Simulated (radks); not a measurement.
Values are calculated unless marked as measured or tabulated.
Task: Neutral osmium: order these configurations by energy. Code: a radial shooting solver on a logarithmic mesh with Libxc functionals. Model: Dirac Kohn-Sham, PBE, spin-unpolarised, spherical densities, finite nucleus; Fermi nuclear charge, rms radius of each element as measured or else 0.836 A^(1/3) + 0.57 fm. Sub-shells are occupied by j as written (lower j first in brackets). [Xe] 4f14 5d(3/2: 4, 5/2: 1) 6s2 6p(1/2: 1, 3/2: 0); [Xe] 4f14 5d(3/2: 4, 5/2: 2) 6s1 6p(1/2: 1, 3/2: 0); [Xe] 4f14 5d(3/2: 4, 5/2: 2) 6s2; [Xe] 4f14 5d(3/2: 4, 5/2: 3) 6s1.

Result: From the lowest, in eV above it: [Xe] 4f14 5d(3/2: 4, 5/2: 2) 6s2 0.000; [Xe] 4f14 5d(3/2: 4, 5/2: 3) 6s1 0.807; [Xe] 4f14 5d(3/2: 4, 5/2: 2) 6s1 6p(1/2: 1, 3/2: 0) 4.542; [Xe] 4f14 5d(3/2: 4, 5/2: 1) 6s2 6p(1/2: 1, 3/2: 0) 4.935.
